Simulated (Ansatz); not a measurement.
C4H9O, doublet (typed; the unrestricted solution is spin-contaminated), at a GFN2-xTB geometry, with bond 11-4 at 3.0 times its length; HF/STO-3G (Ansatz, an electronic-structure program).

The Ansatz input:
Ansatz 0.2 input:
```yaml
crystal:
  periodic: [false, false, false]
  atoms:
    - {symbol: C, position_ang: [0.61166572, 1.15119891, 0.78906624]}
    - {symbol: C, position_ang: [0.01673001, 0.05823887, -0.00844018]}
    - {symbol: C, position_ang: [-1.20766344, -0.52930005, 0.73250715]}
    - {symbol: C, position_ang: [1.04543595, -1.06829925, -0.23885495]}
    - {symbol: O, position_ang: [-0.36740157, 0.49932723, -1.30008057]}
    - {symbol: H, position_ang: [0.81682883, 2.10526978, 0.34486652]}
    - {symbol: H, position_ang: [0.91411373, 0.97092246, 1.80100114]}
    - {symbol: H, position_ang: [-0.90624909, -0.94065666, 1.69094494]}
    - {symbol: H, position_ang: [-1.65262507, -1.31570821, 0.12807493]}
    - {symbol: H, position_ang: [-1.95189088, 0.24666320, 0.90287815]}
    - {symbol: H, position_ang: [-0.33477444, -3.42288795, -2.02021991]}
    - {symbol: H, position_ang: [1.89686087, -0.67164289, -0.78425602]}
    - {symbol: H, position_ang: [1.38063336, -1.47459075, 0.71014596]}
    - {symbol: H, position_ang: [-0.94083446, 1.26725635, -1.20603734]}
basis:
  gaussian:
    orbitals: STO-3G
hamiltonian:
  xc: hf
magnetization: {spin_polarized: true, initial_magnetization: 1}
```

What the program printed (banner, timings and long lists left out):

```
Functional definition: HF
475 factors; integrals over basis functions are off by at most 3.1e-5 eV
mean field evaluation 1: about -6199.8072 eV, gradient 2.4e1 eV
mean field evaluation 2: about -6200.0896 eV, gradient 2.4e1 eV
mean field evaluation 4: about -6204.2770 eV, gradient 1.6e1 eV
mean field evaluation 8: about -6213.7995 eV, gradient 1.3e1 eV
mean field evaluation 16: about -6216.7897 eV, gradient 1.5e-5 eV
mean field evaluation 32: about -6216.4244 eV, gradient 2.4e0 eV
mean field evaluation 64: about -6206.9601 eV, gradient 2.0e1 eV
mean field evaluation 96: about -6208.6951 eV, gradient 3.5e0 eV
mean field evaluation 128: about -6209.9350 eV, gradient 4.2e0 eV
mean field evaluation 160: about -6206.8166 eV, gradient 8.2e0 eV
mean field evaluation 192: about -6209.1621 eV, gradient 1.2e1 eV
mean field -6216.84008893 eV, -228.4646593428 hartree, gradient 1.3e-5 eV, S^2 1.739338; 3 other end points of the search recorded, 0 dependent functions left out
reference -6216.84008893 eV, -228.4646593428 hartree; 21, 20 occupied and 13, 14 virtual orbitals, 475 factors
Total energy: -6216.84008893 eV, -228.4646593428 hartree
```
